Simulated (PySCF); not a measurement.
Method: PBE-D3(BJ)/def2-TZVP // PBE0-D4/def2-TZVP in PySCF 2.14.0. All species are isolated molecules in the gas phase. One relaxed conformer stands for a flexible species; it need not be the lowest. Excitations are Tamm–Dancoff values on a coarser integration grid. The basis has no diffuse functions, so Rydberg states are missing or too high.

Reference species (SMILES): `O[SiH2]NC` (C–N–Si–O torsion 83°, N–Si–O–H torsion -73°) (neutral, multiplicity 1).

| Quantity | Result |
|---|---|
| HOMO–LUMO gap | 5.38 eV |
| HOMO | -5.59 eV |
| T1 excitation (TDA) | 5.22 eV |

After one change: the HOMO–LUMO gap falls by 2.12 eV; the HOMO drops by 0.18 eV; the T1 excitation (TDA) drops by 2.37 eV.

Task: Name the change that produced these shifts. The new species is one of these.
A) `CC(=O)[SiH2]O` (O–C–Si–O torsion 0°, C–Si–O–H torsion 0°)
B) `CC#C[SiH2]O`
C) `O[SiH2]S` (H–O–Si–S torsion -52°, O–Si–S–H torsion -65°)
D) `CC(C)[SiH2]O` (C–C–Si–O torsion -179°, C–Si–O–H torsion -78°)

Result: A, `CC(=O)[SiH2]O` (O–C–Si–O torsion 0°, C–Si–O–H torsion 0°)
